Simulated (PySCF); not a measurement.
A structure optimised at PBE-D3(BJ)/def2-SVP, used in a PySCF frequency run:

```xyz
15

C     -0.0792    -2.1132     0.0000
C     -0.6799    -0.7395     0.0000
C     -0.0409     0.4553     0.0000
C      1.4570     0.6205     0.0000
C     -0.8175     1.7483     0.0000
H     -0.4101    -2.6954     0.8878
H      1.0278    -2.1051     0.0000
H     -0.4101    -2.6954    -0.8878
H     -1.7855    -0.7103     0.0000
H      1.7888     1.2017     0.8882
H      1.7888     1.2017    -0.8882
H      2.0051    -0.3399     0.0000
H     -1.9117     1.5770     0.0000
H     -0.5651     2.3683     0.8886
H     -0.5651     2.3683    -0.8886
```
Charge 0, spin multiplicity 1.

Task: Write its SMILES, formula and point group.

Result: CC=C(C)C, C5H10, Cs

Task: What are its rotational constants (standard atomic weights)?

Result: 7.9748, 3.4789, 2.5383 GHz
